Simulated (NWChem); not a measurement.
SrClF; SMILES [F][Sr][Cl]

def2 effective core potentials on Sr; no spin-orbit coupling.

Give the equilibrium geometry at PBE0/def2-SVP with def2 effective core potentials on Sr (NWChem) as a Z-matrix, with the point group.

point group Cs; any orientation.
```
Sr
F 1 2.1100
Cl 1 2.6298 2 139.77
```
